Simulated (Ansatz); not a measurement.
Relaxation of SiClMe3 (C3H9ClSi) with RKS PBE-D4/def2-SVP.

```sh
$ ansatz run in.yaml --threads 4 --pin off --events-out ev --progress --plain --max-ram 8704MiB
```

```yaml
crystal:
  periodic: [false, false, false]
  atoms:
    - {symbol: Si, position_ang: [0.002660, 0.002120, 0.439680]}
    - {symbol: Cl, position_ang: [0.014910, 0.012120, 2.484560]}
    - {symbol: C, position_ang: [1.809270, 0.006960, -0.164240]}
    - {symbol: H, position_ang: [2.355540, 0.858060, 0.232190]}
    - {symbol: H, position_ang: [1.863400, 0.057150, -1.247320]}
    - {symbol: H, position_ang: [2.333340, -0.891230, 0.149680]}
    - {symbol: C, position_ang: [-0.912580, 1.563420, -0.154350]}
    - {symbol: H, position_ang: [-1.939470, 1.578130, 0.199800]}
    - {symbol: H, position_ang: [-0.938200, 1.617860, -1.238170]}
    - {symbol: H, position_ang: [-0.430070, 2.466270, 0.208970]}
    - {symbol: C, position_ang: [-0.899340, -1.572510, -0.138810]}
    - {symbol: H, position_ang: [-1.932770, -1.581240, 0.195810]}
    - {symbol: H, position_ang: [-0.422880, -2.466430, 0.253550]}
    - {symbol: H, position_ang: [-0.903800, -1.650670, -1.221360]}
basis:
  gaussian: {orbitals: def2-SVP}
hamiltonian: {xc: pbe, dispersion: d4}
scf: {lower_state_search: "off"}
output: {orbitals: {seedname: orbitals}}
relax: {f_tol: 0.02, max_steps: 100}
```

Hardware: 4 threads of Arm Neoverse V1 on a shared host. Wall time 11 s.

Positions (Å) and forces (eV/Å) at steps 1, 2, 3, 4 of 4:

```xyz
14
step=1 energy=-23638.0798 eV
Si    0.003    0.002    0.440   -0.008   -0.005   -1.472
Cl    0.015    0.012    2.485    0.005    0.003    1.077
C     1.809    0.007   -0.164   -0.929   -0.006    0.390
H     2.356    0.858    0.232    0.325    0.636    0.318
H     1.863    0.057   -1.247   -0.053    0.036   -0.837
H     2.333   -0.891    0.150    0.313   -0.668    0.266
C    -0.913    1.563   -0.154    0.469   -0.803    0.388
H    -1.939    1.578    0.200   -0.721   -0.059    0.292
H    -0.938    1.618   -1.238    0.027   -0.040   -0.842
H    -0.430    2.466    0.209    0.402    0.604    0.295
C    -0.899   -1.573   -0.139    0.460    0.811    0.381
H    -1.933   -1.581    0.196   -0.729    0.063    0.277
H    -0.423   -2.466    0.254    0.398   -0.594    0.314
H    -0.904   -1.651   -1.221    0.042    0.022   -0.846
14
step=2 energy=-23638.2019 eV
Si    0.002    0.002    0.426   -0.001   -0.001   -0.314
Cl    0.013    0.010    2.530   -0.002   -0.002    0.015
C     1.800    0.006   -0.166   -0.317   -0.003    0.193
H     2.340    0.882    0.230    0.091    0.150    0.063
H     1.845    0.041   -1.268   -0.011    0.004   -0.214
H     2.327   -0.902    0.173    0.090   -0.151    0.059
C    -0.907    1.556   -0.157    0.163   -0.274    0.193
H    -1.947    1.563    0.211   -0.178    0.002    0.064
H    -0.931    1.599   -1.259    0.005   -0.009   -0.218
H    -0.406    2.465    0.214    0.086    0.157    0.062
C    -0.895   -1.564   -0.145    0.158    0.278    0.188
H    -1.940   -1.568    0.208   -0.178   -0.002    0.061
H    -0.398   -2.465    0.249    0.086   -0.155    0.064
H    -0.903   -1.626   -1.246    0.007    0.007   -0.217
14
step=3 energy=-23638.2105 eV
Si    0.001    0.001    0.403    0.001    0.001    0.052
Cl    0.011    0.007    2.510   -0.001   -0.002    0.045
C     1.799    0.005   -0.161   -0.059   -0.002   -0.011
H     2.333    0.898    0.225   -0.007   -0.011   -0.012
H     1.851    0.020   -1.270    0.032   -0.001    0.001
H     2.331   -0.898    0.201   -0.008    0.016   -0.010
C    -0.906    1.555   -0.154    0.033   -0.054   -0.011
H    -1.948    1.563    0.224    0.010    0.000   -0.008
H    -0.936    1.602   -1.263   -0.017    0.027   -0.005
H    -0.397    2.467    0.219   -0.005   -0.008   -0.008
C    -0.895   -1.562   -0.146    0.030    0.054   -0.013
H    -1.941   -1.570    0.224    0.013   -0.001   -0.007
H    -0.385   -2.468    0.241   -0.006    0.009   -0.009
H    -0.916   -1.620   -1.254   -0.017   -0.027   -0.002
14
step=4 energy=-23638.2113 eV
Si    0.001    0.001    0.411    0.000    0.000   -0.012
Cl    0.010    0.006    2.519   -0.001   -0.001   -0.008
C     1.795    0.005   -0.161   -0.003    0.000    0.005
H     2.328    0.900    0.220    0.004   -0.007   -0.007
H     1.848    0.015   -1.270    0.003   -0.001    0.013
H     2.328   -0.895    0.204    0.003    0.008   -0.005
C    -0.903    1.551   -0.155    0.003   -0.003    0.004
H    -1.945    1.561    0.223    0.003    0.007   -0.005
H    -0.935    1.600   -1.264   -0.002    0.002    0.012
H    -0.394    2.464    0.217   -0.007    0.000   -0.005
C    -0.893   -1.558   -0.147    0.002    0.004    0.002
H    -1.938   -1.569    0.224    0.004   -0.007   -0.004
H    -0.383   -2.465    0.235   -0.008    0.000   -0.005
H    -0.918   -1.615   -1.256   -0.002   -0.002    0.013
```
